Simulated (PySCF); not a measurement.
A structure optimised at B3LYP-D3(BJ)/def2-SVP, used in a PySCF frequency run:

```xyz
9

Mo     0.2570     0.0962    -0.1346
O      1.6684    -0.0834     0.7791
N      0.2851    -0.6976    -1.6870
H      0.8468    -1.3142    -2.2785
N     -0.1007     1.9739    -0.4432
H      0.2060     2.7086     0.1924
H     -0.4760     2.3641    -1.3047
S     -1.5475    -0.9759     0.9710
H     -1.2481    -0.4508     2.1858
```

Question: Write its SMILES and formula.

Answer: [NH]=[Mo]([NH2])(=[O])[SH], H4MoN2OS

Question: What are its rotational constants (standard atomic weights)?

Answer: 3.4738, 1.9513, 1.8981 GHz
